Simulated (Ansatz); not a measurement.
`BO[SiH2][GeH3]` + HI → `BI` + `O[SiH2][GeH3]`  (ligand exchange at a B–O bond)

Calculated with Ansatz (gas phase, PBE0-D4/def2-TZVP geometries, no zero-point term in ΔE). CBS: MP2 limit from def2 TZ/QZ plus the TZ coupled-cluster correction, frozen cores. def2 core potentials past Kr. For Ge, I outer-core shells are correlated without core-valence functions, which leaves a few kJ/mol of doubt a bond. Scalar relativity is left out up to krypton. One conformer a species, not always the lowest.

```
             level  ΔE (kJ/mol)
     HF/def2-QZVPP         75.6
SCS-MP2/def2-QZVPP         65.5
```

(1) What does CCSD(T)/CBS give? (An estimate is asked.)

Largest T1 diagnostic among the species: 0.013.

## Answers

(1) The calculation gave: +64.9 kJ/mol. The listed levels differ from it by 10.7, 0.6 kJ/mol.

In def2-TZVPP, CCSD(T) changes the Hartree–Fock value by −6.3 kJ/mol (the triples alone add −1.7 kJ/mol) and MP2 by −12.2 kJ/mol. The D4 term adds +3.5 kJ/mol with B3LYP and +2.1 kJ/mol with PBE0; it sums over pairs of atoms, weighted by their polarisabilities, and B3LYP, whose exchange is more repulsive, gets the larger term.

B3LYP here is the variant with VWN-RPA as its local correlation; programs differ in this.
